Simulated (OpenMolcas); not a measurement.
## Levels of Re2+ by method

- Program: OpenMolcas 26.06
- Basis: ANO-RCC-VTZP [8s7p5d3f2g1h]
- Scalar Hamiltonian: DKH2, point nucleus
- Active space: 5 electrons in 5 orbitals (5d)
- State averaging: 2S+1 = 6 even, 1 root; 2S+1 = 4 even, 24 roots; 2S+1 = 2 even, 75 roots
- Spin-orbit coupling: RASSI with atomic mean-field integrals over the reference wave functions, term energies averaged over their components

Methods on the same reference wave functions:
A. CASSCF
B. SS-CASPT2, IPEA 0.25 Eh, imaginary shift 0.1 Eh (closed shells correlated: 5s 5p)
C. MS-CASPT2, IPEA 0.25 Eh, imaginary shift 0.1 Eh (closed shells correlated: 5s 5p)
D. XMS-CASPT2, IPEA 0.25 Eh, imaginary shift 0.1 Eh (closed shells correlated: 5s 5p)

Energies in eV above 5d5 6S 5/2, the measured ground level; measured values from the list in Brasseur, Gamrath and Quinet, At. Data Nucl. Data Tables 157, 101636 (2024).

```tsv
Level	A	B	C	D	Measured
5d5 6S 5/2	0.0000	0.0000	0.0000	0.0000	0.0000
5d5 4G 7/2 [70 %]	2.8156	2.376	2.376	2.268	2.0942
5d5 4G 11/2	2.8728	2.480	2.480	2.377	2.2342
5d5 4G 9/2	2.9349	2.538	2.538	2.441	2.2746
5d5 4P 1/2 [61 %]	3.2574	2.669	2.669	2.538	
5d5 4D 7/2 [74 %]	3.5392	2.916	2.916	2.843	2.5359
5d5 4D 1/2 [64 %]	3.8762	3.248	3.248	3.154	
5d5 2I 11/2	4.0347	3.597	3.597	3.463	3.2447
5d5 2I 13/2	4.2990	3.882	3.882	3.757	3.5444
5d5 2H 9/2 [52 %]	5.1102	4.473	4.473	4.296	
5d5 2F 5/2(2) [51 %]	5.5927	4.752	4.752	4.499	
5d5 2H 11/2 [74 %]	5.6903	5.149	5.149	4.968	
5d5 2S 1/2	6.2465	5.231	5.231	4.991	
5d5 2D 3/2(2)	6.9079	5.865	5.865	5.625	
5d5 2D 5/2(2) [72 %]	7.2029	6.194	6.194	5.945	
5d5 2G 9/2(2)	7.6206	6.609	6.609	6.347	
5d5 2G 7/2(2)	7.7520	6.749	6.749	6.492	
5d5 2P 3/2	9.0094	7.554	7.554	7.266	
5d5 2P 1/2	9.2786	7.843	7.843	7.558	
5d5 2D 5/2(3)	9.9918	8.526	8.526	8.264	
5d5 2D 3/2(3)	10.1827	8.719	8.719	8.439
```

Deviations, from unrounded energies. A percentage is the sum of absolute deviations over the sum of measured energies, with the sign that they share, or ± where signs differ.

| Against measurement | Levels | A | B | C | D |
| --- | --- | --- | --- | --- | --- |
| mean absolute deviation (cm-1) | 6 | 6100 | 2500 | 2500 | 1600 |
| other terms of the ground configuration (%) | 6 | +28.7 | +11.7 | +11.7 | +7.7 |

D lies closest to measurement on these levels and A furthest from it. The largest miss of D in the table is 5d5 4D 7/2 [74 %], by +2500 cm-1. The ranking rests on the paired levels alone, and a cruder setting can come out closer through cancelling errors.

Among B to D the level of the table that moves most is 5d5 2P 3/2, by 2300 cm-1 (lowest in D, highest in C). Moves below CASPT2's spread within the term are not significant.

The mean deviations of B to D differ by less than CASPT2's widest spread within a term (1700 cm-1), so their order carries little weight.

From A to B the spin-free energies of the other terms of 5d5 shown, above 6S, scale by factors of 0.80 to 0.89, as is usual when dynamic correlation screens the repulsion within a d or f shell.

The lowest spin-free term lies below A's lowest term by 0.307 hartree in B, 0.307 hartree in C, 0.307 hartree in D.

CASPT2 does not keep the components of a term degenerate, so their means are used; among the terms shown or strongly mixed into the levels shown the widest spread is 1700 cm-1 (5d5 4D, D). Configurations with an s electron lie low in 5d ions of this charge, fall among these levels and mix in, so low-spin terms can stand far too high, up to twice their true height, and weights are not those of the real levels. The CASPT2 spread within a term exceeds the gap to the next term for 5d5 4F and 5d5 2F(1), so the order of their levels is uncertain, and so are names and mixing where such terms share a J (figures for C; the like holds for D). Without dynamic correlation excited terms often stand tens of per cent too high (terms of higher spin than the ground term too low), and those without a measured partner can miss by more than the paired ones (holds for A). Some levels mix across a computed gap that differs much from the measured one, so their mixing is not that of the real levels (holds for A; D). Blocks of more than 70 roots (2S+1 = 2 even) ran without multistate coupling (holds for C). Measured partners are found by configuration, term and J. A level has none where our copy of the source lacks it or the pairing is in doubt (some pairs that miss far off the trend of their configuration count as doubtful), and it then counts in no deviation. Levels of configurations outside the active space are missing. Levels that lie high or do not pair safely by name in every column are left out.

A share in square brackets marks a mixed level and gives the weight of the term that names it, the lowest over the columns. A number in round brackets counts repeated terms of one configuration in the order of the reference energies.
